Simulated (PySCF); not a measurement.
**Trend along group 13: MH molecules**

PBE0 with triple-zeta basis sets in PySCF, for the lowest determinant that a PBE0 search found; no spin–orbit coupling. De refers to high-spin ground-configuration atoms. A positive dipole means M(−)H(+).

```csv
M,basis,state (unpaired electrons),Re (Å),ωe (cm⁻¹),De (eV),μ (D)
B,def2-TZVPP,singlet (closed shell),1.241,2330,3.49,1.59
Al,def2-TZVPP,singlet (closed shell),1.664,1644,2.99,-0.09
Ga,x2c-TZVPPall,singlet (closed shell),1.678,1582,2.85,-0.50
In,x2c-TZVPPall,singlet (closed shell),1.851,1460,2.63,-0.81
Tl,def2-TZVPP,singlet (closed shell),1.901,1384,2.50,-1.38
```

The shortest bond is that of BH (1.241 Å), the longest that of TlH (1.901 Å).

The rows differ in basis set, which adds steps of its own.

Relativity is treated differently too: B no relativity; Al no relativity; Ga spin-free X2C; In spin-free X2C; Tl scalar-relativistic core potentials.

Down a group bonds as a rule get longer and wavenumbers fall, partly through the reduced mass; this series shows no clear exception.

Spin–orbit coupling is left out, which matters for elements this heavy, above all for dissociation energies.
